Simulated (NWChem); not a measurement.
Molecule: C$_{3}$H$_{5}$BFN; SMILES NB(C#CC)F

```xyz
11

C     -2.9504     0.6051     0.3583
C     -1.5362     0.3143     0.1833
C     -0.3424     0.0542     0.0345
B      1.1453    -0.2784    -0.1494
N      2.1510     0.6950    -0.0023
F      1.5200    -1.5430    -0.4623
H     -3.3097     0.2548     1.3489
H     -3.5640     0.0967    -0.4150
H     -3.1580     1.6937     0.2932
H      3.1406     0.4791    -0.1237
H      1.9485     1.6648     0.2320
```
Atoms are numbered in this order, from 1.

All runs: NWChem. Pople sets run with spherical d functions. Coordinates come from a PBE-D3(BJ)/def2-SVP optimisation. Atomic charges in e: unrestrained fits to the electrostatic potential beside Mulliken populations; buried atoms are poorly determined by the fit.

For level B3LYP/def2-SVP:

- Mulliken C1: 0.06
- ESP C3: -0.47
- ESP B4: 0.81
- Mulliken B4: -0.04
- ESP N5: -0.90
- Mulliken N5: -0.09

**Question.** Estimate the same quantities for level Hartree-Fock/6-31G*.

**Answer.** 
- Mulliken C1 = -0.57
- ESP C3 = -0.58
- ESP B4 = 1.08
- Mulliken B4 = 0.78
- ESP N5 = -1.15
- Mulliken N5 = -0.96
